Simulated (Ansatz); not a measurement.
CH3Cl2In, SMILES `[CH3][In]([Cl])[Cl]` at its PBE0-D4/def2-TZVP geometry, where that method's forces vanish. Charge 0, multiplicity 1. In: def2 effective core potential.

```xyz
7

C    -0.9072    0.4455    0.5125
In    0.7986   -0.3897   -0.4418
Cl    2.0313    0.6815   -2.0935
Cl    1.6665   -2.4927    0.0268
H    -1.0782   -0.0663    1.4578
H    -0.7400    1.5088    0.6773
H    -1.7710    0.3128   -0.1392
```

**Question.** What forces (eV/Å) does r2SCAN-D4/def2-TZVPP give on these atoms in the Gaussian-basis code of Ansatz? (An estimate is asked.)

**Answer.** Computed: 
```
C1  -0.076  0.038  0.049
In2 -0.040  0.017  0.022
Cl3  0.044  0.036 -0.058
Cl4  0.032 -0.072  0.014
H5   0.009  0.010 -0.028
H6   0.002 -0.029 -0.009
H7   0.029  0.000  0.010
```
